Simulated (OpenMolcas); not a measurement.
**Predicting a hybrid from its neighbours: BGeH5**

BGeH5: 7 atoms, total charge 0, spin state singlet. As SMILES, `[BH2][GeH3]`. The coordinates come from a PBE0-D4/def2-TZVP relaxation.

The HOMO–LUMO gap y, in eV, basis aug-cc-pVDZ; a is the functional's share of exact exchange. Programs: OpenMolcas 26.06.

```
functional     program     a  y (eV)
      TPSS  OpenMolcas     0    4.11
       PBE  OpenMolcas     0    3.74
     B3LYP  OpenMolcas   0.2       ?
      PBE0  OpenMolcas  0.25    5.94
     BHLYP  OpenMolcas   0.5    8.07
```

Q: Fit y = c + s·a to the known rows and predict B3LYP.

A: 
1. Means of the 4 rows: a = 0.1875, y = 5.465.
2. Σ(Δa)² = 0.17188, Σ(Δa·Δy) = 1.4213, so the slope is 1.4213/0.17188 = 8.2691.
3. Intercept: 5.465 − (8.2691) × 0.1875 = 3.915. The largest residual of the fit is 0.20.
4. B3LYP: 3.915 + (8.2691) × 0.2 = 5.57 eV.

The run gave 5.52 eV, so the prediction is off by +0.05 eV, within the scatter of the fit. Exact exchange lowers occupied levels and raises empty ones. The rows mix families of semi-local functionals, which the line can't see.
